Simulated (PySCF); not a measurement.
Job file and geometry (Å, from GFN2-xTB) of an NMR shielding run on SMILES F[C@H]1[C@H](C[BH2-][O+](C)C)C1, C6H14BFO, GIAO PBE0/pcSseg-1 NMR shielding, non-relativistic, gas phase (PySCF 2.14.0, density-fitted response routines); density fitting, a coarse starting grid and PySCF grid level 2 are the driver's defaults:

```
$ OMP_NUM_THREADS=1 python probes_run.py task.json out

{"job": {"kind": "nmr", "xc": "PBE0", "basis": "pcSseg-1"}, "charge": 0, "multiplicity": 1}
C      2.321876     1.316664     0.224453
O      1.454477     0.201096     0.287436
C      2.146486    -0.981115     0.639333
B      0.537099     0.009432    -1.101519
C     -0.762379    -0.860112    -0.651841
C     -1.495863    -0.255644     0.523515
C     -2.979114    -0.447965     0.720519
C     -2.433761     0.882726     0.312011
F     -2.458053     1.893546     1.239029
H      1.708881     2.192858     0.027933
H      3.059341     1.203955    -0.576212
H      2.835847     1.434668     1.182436
H      1.418307    -1.787233     0.670010
H      2.920563    -1.222290    -0.096016
H      2.603861    -0.859724     1.625363
H      0.255957     1.120490    -1.403964
H      1.249437    -0.540198    -1.881624
H     -1.447868    -0.907444    -1.500481
H     -0.521124    -1.899401    -0.406870
H     -0.912103    -0.202679     1.435521
H     -3.535064    -1.009256    -0.014899
H     -3.355389    -0.540388     1.728221
H     -2.616167     1.284999    -0.675531
```

Question: What does the program print?

Answer: 
```
coarse grid: 18456 points
cycle   1  E = -436.2088665318  dE =  1.054e+00  |g| = 6.058e-01  |ddm| = 3.984e+00
cycle   2  E = -436.1886434336  dE =  2.022e-02  |g| = 7.305e-01  |ddm| = 1.114e+00
cycle   3  E = -436.2885999795  dE = -9.996e-02  |g| = 8.969e-02  |ddm| = 6.145e-01
cycle   4  E = -436.2898721365  dE = -1.272e-03  |g| = 3.853e-02  |ddm| = 8.424e-02
cycle   5  E = -436.2901637445  dE = -2.916e-04  |g| = 7.999e-03  |ddm| = 3.024e-02
cycle   6  E = -436.2901741958  dE = -1.045e-05  |g| = 3.276e-03  |ddm| = 8.054e-03
cycle   7  E = -436.2901764037  dE = -2.208e-06  |g| = 5.071e-04  |ddm| = 2.691e-03
final grid: 176480 points
cycle   8  E = -436.3617088193  dE = -6.940e-05  |g| = 1.428e-02  |ddm| = 4.147e-02
cycle   9  E = -436.3616785338  dE =  3.029e-05  |g| = 1.969e-02  |ddm| = 2.234e-02
cycle  10  E = -436.3617502331  dE = -7.170e-05  |g| = 1.905e-03  |ddm| = 1.226e-02
cycle  11  E = -436.3617510148  dE = -7.817e-07  |g| = 2.240e-04  |ddm| = 1.788e-03
cycle  12  E = -436.3617510224  dE = -7.626e-09  |g| = 1.306e-04  |ddm| = 3.228e-04
cycle  13  E = -436.3617510257  dE = -3.286e-09  |g| = 2.665e-05  |ddm| = 1.132e-04
cycle  14  E = -436.3617510258  dE = -1.206e-10  |g| = 6.631e-06  |ddm| = 2.450e-05
converged SCF energy = -436.3617510258

GIAO shielding tensors (ppm)
atom      isotropic    diamagn.    paramagn.     s11        s22        s33       span
  0 C      118.027     244.261    -126.234     78.609     91.764    183.707    105.098
  1 O      325.346     399.986     -74.640    293.359    336.791    345.887     52.527
  2 C      122.489     245.946    -123.457     87.158     96.279    184.031     96.873
  3 B       92.041     191.428     -99.387     63.775     76.931    135.417     71.642
  4 C      162.763     249.477     -86.714    143.010    162.907    182.372     39.362
  5 C      166.180     245.344     -79.164    135.718    156.800    206.021     70.304
  6 C      169.344     259.596     -90.253    146.161    155.549    206.321     60.160
  7 C      108.169     247.668    -139.499     50.021     79.420    195.066    145.045
  8 F      403.253     471.686     -68.433    354.998    404.086    450.676     95.678
  9 H       27.470      30.246      -2.776     23.175     25.999     33.237     10.062
 10 H       28.145      28.503      -0.358     24.768     25.529     34.139      9.371
 11 H       28.272      28.694      -0.421     24.671     25.191     34.955     10.284
 12 H       27.397      31.315      -3.917     22.222     27.393     32.577     10.355
 13 H       28.506      29.254      -0.748     25.393     25.793     34.331      8.938
 14 H       28.379      29.455      -1.076     24.843     25.455     34.838      9.995
 15 H       28.383      34.582      -6.199     23.883     29.313     31.952      8.069
 16 H       28.593      33.354      -4.761     24.802     28.862     32.115      7.313
 17 H       32.363      33.355      -0.992     27.296     31.347     38.446     11.150
 18 H       30.500      33.213      -2.713     26.501     29.101     35.899      9.398
 19 H       30.670      33.542      -2.873     23.653     31.837     36.519     12.866
 20 H       31.483      31.903      -0.420     26.067     28.620     39.761     13.694
 21 H       30.716      31.179      -0.463     25.238     27.748     39.162     13.924
 22 H       27.382      31.639      -4.257     23.164     27.917     31.066      7.902
```

Size and cost of the density-fitted run: 223 basis functions, 89 s wall time on 1 thread of an Arm Neoverse N1, shared host; peak memory 1 GiB.
